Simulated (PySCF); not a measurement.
Several molecules and their computed UV-vis stick spectra, shuffled. Computed with PySCF, TDDFT CAM-B3LYP/def2-SVPD, vertical, gas phase, core orbitals frozen in the response. Geometries: PBE0-D3(BJ)/def2-SVP; one conformer of each isolated species. Triplets are in the Tamm–Dancoff approximation. Atoms past krypton carry core potentials; spin–orbit coupling is left out. Ions are computed without counter-ions or solvent.

A. `C(C)(=O)C(F)(F)F`
B. `O=C([O-])C1=CSN=C1`
C. `CS(=O)(=O)CB(O)O`
D. `FC1=CC=CO1`
E. `[CH3][Be][I]`

Lowest singlet levels (six at most, fewer where fewer were computed) with oscillator strengths:

1. 4.41 eV (f 0.000); 4.52 eV (f 0.000); 5.12 eV (f 0.010); 5.46 eV (f 0.128); 5.59 eV (f 0.000); 5.62 eV (f 0.001)
2. 6.18 eV (f 0.000); 6.25 eV (f 0.000 summed over 2 states); 6.65 eV (f 0.148 summed over 2 states); 7.02 eV (f 0.191); 7.08 eV (f 0.033 summed over 2 states); 7.80 eV (f 0.410) [of 10 roots; the last level is left out, as the window may have cut its degenerate partner]; T1 5.80 eV
3. 6.32 eV (f 0.149); 6.43 eV (f 0.000); 6.94 eV (f 0.024); 7.18 eV (f 0.007); 7.45 eV (f 0.009); 7.90 eV (f 0.006); T1 4.07 eV
4. 7.86 eV (f 0.018); 8.28 eV (f 0.013); 8.38 eV (f 0.051); 8.40 eV (f 0.003); 8.46 eV (f 0.062); 8.62 eV (f 0.003)
5. 4.36 eV (f 0.000); 8.06 eV (f 0.017); 8.37 eV (f 0.002); 8.88 eV (f 0.143); 9.27 eV (f 0.109); 9.32 eV (f 0.001); T1 3.73 eV

Question: Match each spectrum to its molecule.

Answer: 1 = B, 2 = E, 3 = D, 4 = C, 5 = A.
- A: S1 at 4.36 eV, HOMO→LUMO (98%); S1 has the pattern of n→π* at C=O; HOMO -9.98 and LUMO -0.52 eV; point group Cs, 1 of its 6 listed states under f = 0.0005.
- B: S1 at 4.41 eV, HOMO-1→LUMO (90%); Löwdin shares by element: HOMO oxygen 88%, carbon 6% or more; LUMO carbon 37% or more, sulfur 22%, nitrogen 20% (atoms not listed hold the other 21%); HOMO -3.75 and LUMO 3.67 eV; point group Cs, 3 of its 6 listed states under f = 0.0005.
- C: S1 at 7.86 eV, HOMO→LUMO (57%), HOMO→LUMO+1 (24%); Löwdin shares by element: HOMO oxygen 56% or more, carbon 13% or more, sulfur 12% (atoms not listed hold the other 19%); LUMO boron 41%, oxygen 11% or more, sulfur 8%, hydrogen 6% or more (atoms not listed hold the other 33%); HOMO -10.16 and LUMO 0.38 eV.
- D: S1 at 6.32 eV, HOMO→LUMO (97%); Löwdin shares by element: HOMO carbon 80% (atoms not listed hold the other 20%); LUMO carbon 58% or more, oxygen 18% (atoms not listed hold the other 24%); HOMO -8.05 and LUMO 1.29 eV; point group Cs, 1 of its 6 listed states under f = 0.0005.
- E: S1 at 6.18 eV, HOMO-1/HOMO→LUMO/LUMO+1 (≥78%); Löwdin shares by element: HOMO (one of a set within 0.03 eV) iodine 92%, beryllium 7%; LUMO (one of a set within 0.03 eV) beryllium 54%, iodine 28%, carbon 11%; HOMO -9.14 and LUMO 0.48 eV; point group C3v, 3 of its 9 listed states under f = 0.0005.
A and B have S1 within 0.06 eV of each other; their strongest listed levels stand at 8.88 eV (f 0.143) and 5.46 eV (f 0.128).
D and E have S1 within 0.15 eV of each other; their strongest listed levels stand at 6.32 eV (f 0.149) and 7.80 eV (f 0.410).

A slash joins orbitals within 0.01 eV of each other, whose weights are summed (≥ marks a lower bound).
